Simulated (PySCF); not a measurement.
BF3H3N, SMILES [NH3+][B-](F)(F)F.

The structure is a stationary point at PBE-D3(BJ)/def2-SVP.

The numbers are results of PySCF with PBE/def2-TZVP, not measurements.

```
Item                                                                                                           Result
---------------------------------------------------------------------------------------------  ----------------------
total energy                                                                                       -380.92802 hartree
point group                                                                                                       C3v
highest occupied level                                                                                       -8.11 eV
lowest empty level                                                                                           -1.08 eV
orbital gap                                                                                                   7.03 eV
dipole moment                                                                                                  6.00 D
quadrupole, principal values (traceless, Buckingham form, about the centre of nuclear charge)  -4.89, -4.89, 9.79 D·Å
mean static polarisability                                                                       27.2 bohr³ (4.03 Å³)
polarisability, principal values                                                               26.3, 26.3, 28.8 bohr³
```
